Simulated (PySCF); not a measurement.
# NMR data sheet: C5H9NOSi

```yaml
Formula: C5H9NOSi
SMILES: CO[C@@H]1[C@@H]([SiH3])[C@@H]1C#N
Point_group_of_the_computed_structure: C1
Degrees_of_unsaturation: 3
Carbon_signals: 5
Proton_signals: 5
```

Bonds (- single, = double, # triple, : aromatic): C1-O2, O2-C3, C3-C4, C4-Si5, C4-C6, C6-C7, C7#N8, C6-C3. C1 carries H9, H10, H11; C3 carries H12; C4 carries H13; Si5 carries H14, H15, H16; C6 carries H17. Stereochemistry as in CO[C@@H]1[C@@H]([SiH3])[C@@H]1C#N.

No solvent model, non-relativistic Hamiltonian, one averaged value for each set of equivalent atoms, one conformer. Shieldings: GIAO PBE0/pcSseg-1; structure optimised with GFN2-xTB; PySCF.

Referencing at the same level of theory: ¹H, ¹³C, ²⁹Si against TMS; ¹⁵N against NH3; ¹⁷O against H2O.

| carbon | δC, type | δH (multiplicity) | HMBC from (2–3 bonds) | span of the C tensor (ppm) |
| --- | --- | --- | --- | --- |
| C1 | 60.1, CH3 | 3.74 (s) | H12 | 85 |
| C3 | 66.6, CH | 3.04 (m) | H14/H15/H16, H9/H10/H11, H17, H13 | 106 |
| C4 | 12.5, CH | 0.77 (m) | H14/H15/H16, H12, H17 | 55 |
| C6 | 8.1, CH | 0.79 (m) | H14/H15/H16, H12, H13 | 69 |
| C7 | 124.3, C | – | H12, H17, H13 | 349 |

Other nuclei:
```csv
atoms,nucleus,environment,δ (ppm),σ (ppm)
H14/H15/H16,¹H,hydrogen on a silicon bonded to C,3.87,27.84
Si5,²⁹Si,"silicon bonded to C, 3 H",-65.0,414.2
N8,¹⁵N,nitrile nitrogen,297.8,-30.0
O2,¹⁷O,ether oxygen,36.4,299.7
```

Carbon types of the structure: 1 × C, 3 × CH, 1 × CH3, leaving 3 H on heteroatoms. δC 124.3: nitrile carbon; typical of a nitrile. δC 66.6, 12.5, 8.1: three-membered-ring carbon. δC 60.1: methyl carbon bonded to O; pulled downfield by the heteroatom. δH 3.74: hydrogen on a methyl carbon bonded to O; its carbon carries O, which withdraws density. δH 3.04, 0.79, 0.77: hydrogen on a three-membered-ring carbon.

Shifts are as computed. Against solution values, carbons near 30 ppm lie about +3 ppm off and those near 130 ppm about +5 ppm. Of 1211 compounds with measured shifts, 218 miss one by over three times the rms of a fit or turn the order of signals round; such compounds aren't used in these exercises. Experimental scales use liquid or dissolved standards, which lie at an offset from isolated NH3 (liquid NH3: subtract about 20 ppm) and H2O (liquid H2O: subtract about 36 ppm). Unscaled 15N shifts of sp2 nitrogen come out 20 to 40 ppm too high even then. No couplings were computed; multiplicities are counted from neighbouring protons, with m where these are inequivalent, close in shift, in a saturated or five-membered ring or joined by F or P, and br s for small geminal =CH2 splittings.
